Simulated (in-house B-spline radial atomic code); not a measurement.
Radial electron density of Au⁸⁺, [Xe] 4f14 5d3. Computed with a radial B-spline atomic code at the basis-set limit: scalar-relativistic (X2C) PBE, spin-polarised, spherical fractional occupations, Fermi nucleus of rms radius 5.4371 fm.

One-electron X2C: radii and densities carry no picture-change correction, so inner-shell <1/r> comes out high (for 1s by about 2 % at Z = 33, 5 % at 54, 10 % at 75, 30 % at 118) and <r> low.

Columns: r (bohr), 4πr²n(r) (electrons per bohr), bar.

```
0.000311    3.678 #
0.000383    4.883 #
0.000472    6.464 ##
 0.00058    8.492 ###
0.000714    11.13 ###
0.000878    14.51 ####
 0.00108     18.8 ######
 0.00133    24.24 #######
 0.00164    31.03 #########
 0.00201    39.03 ############
 0.00248    48.83 ###############
 0.00305    59.92 ##################
 0.00375    72.08 ######################
 0.00461    84.67 #########################
 0.00568    96.73 #############################
 0.00698    106.5 ################################
 0.00859    112.7 ##################################
  0.0106    113.8 ##################################
   0.013    109.9 #################################
   0.016    102.8 ###############################
  0.0197    96.98 #############################
  0.0242    97.82 #############################
  0.0298    108.9 #################################
  0.0367    127.9 ######################################
  0.0451    144.4 ###########################################
  0.0555    146.9 ############################################
  0.0683    132.8 ########################################
  0.0841    116.5 ###################################
   0.103    116.9 ###################################
   0.127    132.3 ########################################
   0.157      135 ########################################
   0.193    108.9 #################################
   0.237    79.74 ########################
   0.292    77.35 #######################
   0.359    88.64 ###########################
   0.442    80.87 ########################
   0.543    54.74 ################
   0.668    32.76 ##########
   0.822    22.79 #######
    1.01    16.82 #####
    1.24    10.04 ###
    1.53    4.181 #
    1.88    1.209 
    2.32    0.221 
    2.85  0.02478 
    3.51 0.001348 
    4.32 3.087e-05
```

On this grid the curve has 4 maxima, near 0.0106, 0.0555, 0.157, 0.359 bohr.

The 5p up radial function P(r) = rR(r), positive near the nucleus:

| r (bohr) | P |
| --- | --- |
| 0.000472 | 0.001249 |
| 0.000714 | 0.002228 |
| 0.00108 | 0.004044 |
| 0.00164 | 0.0075 |
| 0.00248 | 0.01398 |
| 0.00375 | 0.02612 |
| 0.00568 | 0.04851 |
| 0.00859 | 0.08758 |
| 0.013 | 0.1503 |
| 0.0197 | 0.2354 |
| 0.0298 | 0.3103 |
| 0.0451 | 0.2875 |
| 0.0683 | 0.05313 |
| 0.103 | -0.3244 |
| 0.157 | -0.3849 |
| 0.237 | 0.2242 |
| 0.359 | 0.6371 |
| 0.543 | -0.16 |
| 0.822 | -1.116 |
| 1.24 | -0.9233 |
| 1.88 | -0.2595 |
| 2.85 | -0.01985 |
